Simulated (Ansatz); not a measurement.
`[SiH3][O][Zn][SH]` + NH₃ → `[NH2][Zn][O][SiH3]` + H₂S  (ligand exchange at a Zn–S bond)

Computed with Ansatz on PBE0-D4/def2-TZVP structures; ΔE is electronic, products minus reactants. CCSD(T)/CBS adds triple-zeta CCSD(T) − MP2 to the extrapolated MP2 energy (def2 sets, frozen cores). This one scheme is used for every species. Functionals use def2-TZVPP. B3LYP here is the variant with VWN-RPA as its local correlation; programs differ in this. For Zn outer-core shells are correlated without core-valence functions, which leaves a few kJ/mol of doubt a bond. Scalar relativity is left out up to krypton. Each species was taken in one conformer, which may not be the lowest.

Question: Is it downhill or uphill in electronic energy at CCSD(T)/CBS, and by how much? (An estimate is asked.)

Answer: Ansatz gave: Uphill: ΔE = +82.5 kJ/mol.

Question: What do these levels give: LDA (SPW92), revPBE-D4, PBE0-D4, B3LYP-D4, r2SCAN0-D4, BHLYP-D4, PBE-QIDH, CCSD/def2-SVP, SCS-MP2/def2-TZVPP, CCSD(T)/def2-TZVPP, MP2/def2-QZVPP, SCS-MP2/def2-QZVPP? (An estimate is asked.)

Answer: Ansatz gave: LDA (SPW92) 73.6, revPBE-D4 79.1, PBE0-D4 85.2, B3LYP-D4 79.8, r2SCAN0-D4 86.4, BHLYP-D4 86.3, PBE-QIDH 84.0, CCSD/def2-SVP 78.6, SCS-MP2/def2-TZVPP 74.2, CCSD(T)/def2-TZVPP 76.2, MP2/def2-QZVPP 79.2, SCS-MP2/def2-QZVPP 77.9 kJ/mol.

Largest T1 diagnostic among the species: 0.015.

From r2SCAN to r2SCAN0 (25 % exact exchange), in def2-TZVPP and without D4, ΔE moves by +4.8 kJ/mol. In def2-TZVPP, CCSD(T) changes the Hartree–Fock value by −16.9 kJ/mol (the triples alone add −1.1 kJ/mol) and MP2 by −17.6 kJ/mol. At CCSD(T), def2-SVP lies −4.8 kJ/mol from the extrapolated value and def2-TZVPP −6.3 kJ/mol.
